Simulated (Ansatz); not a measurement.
Consider the redistribution: `CN[SiH2]OC` + `[CH3][GeH2][CH2]N` → `CN[SiH2]CN` + `C[O][GeH2][CH3]`.

Program: Ansatz. Geometries: PBE0-D4/def2-TZVP. ΔE: electronic, gas phase. CCSD(T)/CBS adds triple-zeta CCSD(T) − MP2 to the extrapolated MP2 energy (def2 sets, frozen cores). DFT in def2-TZVPP. For Ge outer-core shells are correlated without core-valence functions, which leaves a few kJ/mol of doubt a bond. Scalar relativity is left out up to krypton. Each species was taken in one conformer, which may not be the lowest.

```csv
level,ΔE (kJ/mol)
r2SCAN-D4,64.1
PBE0-D4,64.0
r2SCAN,64.4
SCS-MP2/def2-TZVPP,67.1
MP2/def2-QZVPP,69.2
SCS-MP2/def2-QZVPP,67.4
HF/CBS(def2),67.7
CCSD/CBS(def2),68.9
```

What does CCSD(T)/CBS give? (An estimate is asked.)

The calculation gave: +68.0 kJ/mol. The listed levels differ from it by -3.9, -4.0, -3.6, -0.9, 1.2, -0.6, -0.3, 0.9 kJ/mol.

Largest T1 diagnostic among the species: 0.011.
